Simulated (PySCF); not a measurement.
GeF₂ to GeF₄: adding ligands

Level: PBE0 in the def2-TZVP basis family, all electrons, no relativity, computed in PySCF with density fitting; open shells unrestricted.

Each entry is the lowest minimum that a search over a few typed start shapes (and spin states, where more than one is plausible) found, or that minimum re-optimised at the stated level; isomers with ligand–ligand bonds, or fragments after loss of a ligand pair, can lie lower.

```tsv
molecule	2S+1	point group	mean bond to Ge (Å)	distinct angles (°)	gap (eV)	atomisation (kJ/mol)	dipole (D)
GeF₂	1	C2v	1.745	97	6.36	1050	2.47
GeF₃	2	C3v	1.721	107	–	1352	2.10
GeF₄	1	Td	1.692	109	10.96	1867	0.00
```

The bond shortens at every step; the largest change, -0.029 Å, falls between GeF₃ and GeF₄ among the members listed.

The shape changes along the series: C2v for GeF₂; C3v for GeF₃; Td for GeF₄.

Left out of the table are members whose search was unfinished or whose lowest solution was spin-contaminated, unstable, very soft or bonded differently.
